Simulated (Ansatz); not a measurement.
C₂H₅BOSe (`BC(=[Se])CO`). Charge 0, multiplicity 1.

```xyz
10

B     0.028    1.171   -1.309
C    -0.136    0.083   -0.258
Se   -1.253   -0.795   -1.335
C     0.336   -0.332    1.063
O    -0.185   -1.512    1.578
H    -0.681    2.133   -1.271
H     0.949    1.114   -2.070
H     0.128    0.497    1.757
H     1.437   -0.375    0.987
H    -0.624   -1.984    0.857
```

Problem. List the harmonic frequencies (cm⁻¹, unscaled) at PBE0-D4/def2-TZVP in Ansatz. (Estimate.)

Solution. Computed: 111, 132, 172, 221, 271, 519, 555, 640, 756, 897, 916, 994, 1118, 1168, 1231, 1252, 1333, 1402, 1450, 2574, 2658, 2962, 3016, 3742.

Problem. Is this a minimum?

Solution. Yes, all 24 modes are real.

Problem. Give the ideal-gas thermochemistry at 298.15 K and 1 bar (rigid rotor, harmonic oscillator; point group C1, symmetry number 1).

Solution. Zero-point energy 180.0 kJ/mol; H(298) − E = 200.0 kJ/mol; entropy 343.9 J/(mol·K), of which translation 170.0, rotation 113.3, vibration 60.6; G(298) − E = 97.4 kJ/mol.

Problem. Rotational constants (cm⁻¹)?

Solution. 0.1803, 0.08001, 0.05683.
